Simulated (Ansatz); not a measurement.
Start from `[TeH]B1CS1` and change one atom or group to get `CB1CS1`.

Ansatz, PBE0-D4/def2-TZVP geometries, multiplicity 1. 

Elements past krypton have def2 core potentials.

| property | `[TeH]B1CS1` |
| --- | --- |
| ideal-gas entropy at 298 K and 1 bar (rigid rotor, harmonic PBE0-D4/def2-TZVP) / J/(mol·K) | 324 |
| LUMO energy (PBE0/def2-TZVPP) / eV | -1.11 |
| LUMO energy (PBE/def2-TZVPP) / eV | -1.93 |
| HOMO energy (ωB97M-V/def2-TZVPP) / eV | -8.82 |
| LUMO energy (ωB97M-V/def2-TZVPP) / eV | 0.85 |
| LUMO energy (B3LYP/def2-TZVPP) / eV | -1.24 |

Q: Give the same properties after the change, and the shifts. (An estimate is asked.)

A: Computed: 
```json
{"property": "ideal-gas entropy at 298 K and 1 bar (rigid rotor, harmonic PBE0-D4/def2-TZVP) / J/(mol·K)", "`CB1CS1`": "305", "shift": "-19"}
{"property": "LUMO energy (PBE0/def2-TZVPP) / eV", "`CB1CS1`": "-0.65", "shift": "0.46"}
{"property": "LUMO energy (PBE/def2-TZVPP) / eV", "`CB1CS1`": "-1.60", "shift": "0.33"}
{"property": "HOMO energy (ωB97M-V/def2-TZVPP) / eV", "`CB1CS1`": "-9.49", "shift": "-0.67"}
{"property": "LUMO energy (ωB97M-V/def2-TZVPP) / eV", "`CB1CS1`": "1.40", "shift": "0.55"}
{"property": "LUMO energy (B3LYP/def2-TZVPP) / eV", "`CB1CS1`": "-0.83", "shift": "0.41"}
```

With PBE0 the HOMO falls by 0.52 eV and the LUMO rises by 0.46 eV, so the gap widens by about 0.98 eV. PBE moves the HOMO by -0.40 eV and ωB97M-V by -0.67 eV. The zero-point energy changes by 76.4 kJ/mol with +6 modes.

B3LYP here is the variant with VWN-RPA as its local correlation; programs differ in this.

Spin–orbit coupling is left out; it splits and shifts lone-pair levels of the heavy atoms by tenths of an eV.
